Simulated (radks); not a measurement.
Values are calculated unless marked as measured or tabulated.
S2+, 14 electrons, occupied as [Ne] 3s1 3p3 (not the ground configuration). Level of theory: scalar-relativistic Kohn-Sham, PBE, spin-unpolarised, spherical densities, finite nucleus; Fermi nuclear charge, rms radius 3.2611 fm (a radial shooting solver on a logarithmic mesh with Libxc functionals).

Unscreened Slater integrals over Kohn-Sham orbitals (eV).

integral    value
F0(3p,3p)  13.992
F2(3p,3p)  7.1298
F0(3p,3s)  14.728
G1(3p,3s)  9.8223
F0(3p,2p)  18.976
F2(3p,2p)  3.3099
G0(3p,2p)  1.3437
G2(3p,2p)  1.3393
F0(3p,2s)  18.753
G1(3p,2s)  1.0357
F0(3s,3s)  15.599
F0(3s,2p)  20.675
G1(3s,2p)  1.5797
F0(3s,2s)  20.492
G0(3s,2s)  1.2612
F0(2p,2p)  56.560
F2(2p,2p)  26.168
F0(2p,2s)  53.548
G1(2p,2s)  31.743
F0(2s,2s)  51.563

Derived for the open shells (J is the average intra-shell exchange parameter used in DFT+U). 3p: J = F2/5 = 1.426 eV.
